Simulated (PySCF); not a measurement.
Molfile (atoms numbered from 1):
```
C5H9F3N
     RDKit          3D

 18 18  0  0  0  0  0  0  0  0999 V2000
    1.5883    1.0083    1.3151 F   0  0  0  0  0  0  0  0  0  0  0  0
    1.9637    0.3131    0.2323 C   0  0  0  0  0  0  0  0  0  0  0  0
    2.6679    1.0964   -0.5570 F   0  0  0  0  0  0  0  0  0  0  0  0
    2.7403   -0.6856    0.6680 F   0  0  0  0  0  0  0  0  0  0  0  0
    0.7203   -0.2583   -0.4778 C   0  0  2  0  0  0  0  0  0  0  0  0
   -0.2513    0.8468   -0.9333 C   0  0  0  0  0  0  0  0  0  0  0  0
   -1.4369    0.7372    0.0288 C   0  0  0  0  0  0  0  0  0  0  0  0
   -1.4902   -0.7534    0.3184 C   0  0  0  0  0  0  0  0  0  0  0  0
   -0.0480   -1.0923    0.5050 N   0  0  0  0  0  0  0  0  0  0  0  0
    1.0729   -0.8734   -1.3109 H   0  0  0  0  0  0  0  0  0  0  0  0
   -0.5689    0.6656   -1.9591 H   0  0  0  0  0  0  0  0  0  0  0  0
    0.2140    1.8305   -0.8973 H   0  0  0  0  0  0  0  0  0  0  0  0
   -1.2524    1.3029    0.9423 H   0  0  0  0  0  0  0  0  0  0  0  0
   -2.3574    1.1022   -0.4179 H   0  0  0  0  0  0  0  0  0  0  0  0
   -2.0669   -1.0121    1.2046 H   0  0  0  0  0  0  0  0  0  0  0  0
   -1.8737   -1.3057   -0.5407 H   0  0  0  0  0  0  0  0  0  0  0  0
    0.2267   -0.8203    1.4603 H   0  0  0  0  0  0  0  0  0  0  0  0
    0.1428   -2.0956    0.4074 H   0  0  0  0  0  0  0  0  0  0  0  0
  1  2  1  0
  2  3  1  0
  2  4  1  0
  2  5  1  0
  5  6  1  0
  6  7  1  0
  7  8  1  0
  8  9  1  0
  9  5  1  0
  5 10  1  6
  6 11  1  0
  6 12  1  0
  7 13  1  0
  7 14  1  0
  8 15  1  0
  8 16  1  0
  9 17  1  0
  9 18  1  0
M  CHG  1   9   1
M  END
```

Geometry: GFN2-xTB; GIAO shifts from PySCF 2.14, gas phase, non-relativistic, averaged over equivalent atoms.

At HF/MINI (54 basis functions, 4 s wall time on 1 thread of an Arm Neoverse N1, shared host):
| atoms | δ (ppm) |
| --- | --- |
| F1/F3/F4 | -72.7 |
| C2 | 91.9 |
| C8 | 60.7 |
| C5 | 56.3 |
| C6 | 33.8 |
| C7 | 33.4 |
| N9 | 59.1 |
| H18 | 6.00 |
| H17 | 4.99 |
| H10 | 4.94 |
| H15 | 4.54 |
| H16 | 4.05 |
| H11 | 3.51 |
| H14 | 3.48 |
| H12 | 3.34 |
| H13 | 2.59 |

References, each an isolated molecule treated in the same way: CFCl3 for ¹⁹F (374.95 ppm); TMS for ¹³C (243.62 ppm) and ¹H (31.28 ppm); ¹⁵N (318.17 ppm) vs NH3.

**Question.** What do these become at PBE0/pcSseg-1?

**Answer.** 
```json
{"atoms": "F1/F3/F4", "δ at PBE0/pcSseg-1": "-89.9", "change": "-17.2"}
{"atoms": "C2", "δ at PBE0/pcSseg-1": "131.7", "change": "+39.8"}
{"atoms": "C8", "δ at PBE0/pcSseg-1": "55.1", "change": "-5.6"}
{"atoms": "C5", "δ at PBE0/pcSseg-1": "67.7", "change": "+11.4"}
{"atoms": "C6", "δ at PBE0/pcSseg-1": "28.9", "change": "-4.9"}
{"atoms": "C7", "δ at PBE0/pcSseg-1": "28.8", "change": "-4.6"}
{"atoms": "N9", "δ at PBE0/pcSseg-1": "78.5", "change": "+19.4"}
{"atoms": "H18", "δ at PBE0/pcSseg-1": "5.52", "change": "-0.48"}
{"atoms": "H17", "δ at PBE0/pcSseg-1": "5.23", "change": "+0.24"}
{"atoms": "H10", "δ at PBE0/pcSseg-1": "4.41", "change": "-0.53"}
{"atoms": "H15", "δ at PBE0/pcSseg-1": "4.18", "change": "-0.36"}
{"atoms": "H16", "δ at PBE0/pcSseg-1": "3.55", "change": "-0.50"}
{"atoms": "H11", "δ at PBE0/pcSseg-1": "2.79", "change": "-0.72"}
{"atoms": "H14", "δ at PBE0/pcSseg-1": "2.87", "change": "-0.61"}
{"atoms": "H12", "δ at PBE0/pcSseg-1": "2.96", "change": "-0.38"}
{"atoms": "H13", "δ at PBE0/pcSseg-1": "2.44", "change": "-0.15"}
```

Referencing at the same level of theory: ¹⁹F (170.95 ppm) against CFCl3; ¹³C (186.93 ppm) and ¹H (31.72 ppm) vs TMS; NH3 for ¹⁵N (267.73 ppm).

The largest change is at C2 (CF3 carbon). Cost: 198 basis functions, 54 s wall time on 1 thread of an Arm Neoverse N1, shared host. The order of the carbon signals changes between the two levels.

Unscaled 19F shifts against computed CFCl3 carry errors that often reach 10 to 50 ppm. Experimental scales use liquid or dissolved standards, which lie at an offset from isolated NH3 (liquid NH3: subtract about 20 ppm).
